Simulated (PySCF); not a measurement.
C4H4N, SMILES [c]1ccc[nH]1, multiplicity 2.

Coordinates come from a B3LYP-D3(BJ)/def2-SVP optimisation. The isomer is the one that the SMILES or the coordinates give; other isomers of the formula were not compared.

Two levels are set side by side: PBE/def2-TZVP (PySCF) and CAM-B3LYP/def2-TZVP (PySCF). Same geometry, gas phase. Differences are taken from unrounded values.

```
quantity                      PBE
---------------------------  ----
α-spin orbital gap (eV)      5.20
β-spin orbital gap (eV)      1.18
dipole moment (D)            1.78
mean polarisability (bohr³)  50.2
```

Task: These are the PBE values. What does CAM-B3LYP give? (An estimate is asked for; the answer gives what the named calculation found.)

Result: 
```csv
quantity,CAM-B3LYP,PBE minus CAM-B3LYP
α-spin orbital gap (eV),9.50,-4.29
β-spin orbital gap (eV),5.69,-4.50
dipole moment (D),1.79,-0.01
mean polarisability (bohr³),48.7,1.5
```

Rough cost on one machine, each run with all the roots and properties that it gave: CAM-B3LYP against PBE within a factor of 2.
